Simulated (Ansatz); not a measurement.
```yaml
crystal:
  periodic: [false, false, false]
  atoms:
    - {symbol: Cd, position_ang: [0.442713, 1.829363, -1.205724]}
    - {symbol: Cd, position_ang: [-0.573837, -1.959231, 1.127558]}
    - {symbol: S, position_ang: [0.173468, 0.617141, 0.979513]}
    - {symbol: S, position_ang: [-0.039062, -0.710918, -1.008715]}
basis:
  gaussian: {orbitals: def2-SVPD}
total_charge: 1
magnetization: {spin_polarized: false, initial_magnetization: 1}
hamiltonian: {xc: {name: r2SCANh}, dispersion: d3bj, pseudopotentials: {relativity: none}}
scf: {lower_state_search: full}
```

```sh
$ ansatz run in.yaml --threads 2 --pin off --events-out ev --progress --plain --max-ram 4352MiB
```

It prints (some lines left out):

```
Warning: the engine holds no damping parameters fitted to this dispersion correction and functional, so the run takes those fitted to r2scanh beside the three-body term, which d3bj leaves out (hamiltonian.dispersion, under Limitations)
Functional definition: r2SCANh
1158 factors; integrals over basis functions are off by at most 3.5e-4 eV
mean field evaluation 1: about -30767.8313 eV, gradient 6.6e1 eV
mean field evaluation 2: about -30767.8722 eV, gradient 6.6e1 eV
mean field evaluation 4: about -30782.8698 eV, gradient 2.8e1 eV
mean field evaluation 8: about -30785.5340 eV, gradient 4.4e0 eV
mean field evaluation 16: about -30785.6067 eV, gradient 5.8e-2 eV
mean field evaluation 32: about -30785.6086 eV, gradient 2.2e-6 eV
mean field evaluation 64: about -30785.4457 eV, gradient 5.6e0 eV
mean field evaluation 96: about -30758.3712 eV, gradient 7.6e1 eV
mean field evaluation 128: about -30785.4949 eV, gradient 1.9e0 eV
mean field evaluation 160: about -30772.6903 eV, gradient 2.8e1 eV
mean field evaluation 192: about -30775.4346 eV, gradient 8.3e0 eV
mean field evaluation 224: about -30738.0222 eV, gradient 8.5e1 eV
mean field evaluation 256: about -30784.5186 eV, gradient 1.4e1 eV
mean field evaluation 288: about -30785.6076 eV, gradient 8.1e-1 eV
mean field evaluation 320: about -30753.7844 eV, gradient 7.8e1 eV
mean field -30785.61077166 eV, -1131.3503286222 hartree, gradient 2.3e-6 eV, S^2 0.750000; 20 other end points of the search recorded, 0 dependent functions left out
reference -30785.61080255 eV, -1131.3503297572 hartree; 36, 35 occupied and 86, 87 virtual orbitals, 1158 factors
Total energy: -30785.66818815 eV, -1131.3524386392 hartree
```

Run time 1.9 min (2 threads of Arm Neoverse V1 on a shared host), peak host memory 0.64 GiB.

In the def2 sets Cd takes a core potential; there is no spin–orbit coupling.

With spin_polarized false and unpaired electrons the run is restricted open-shell.
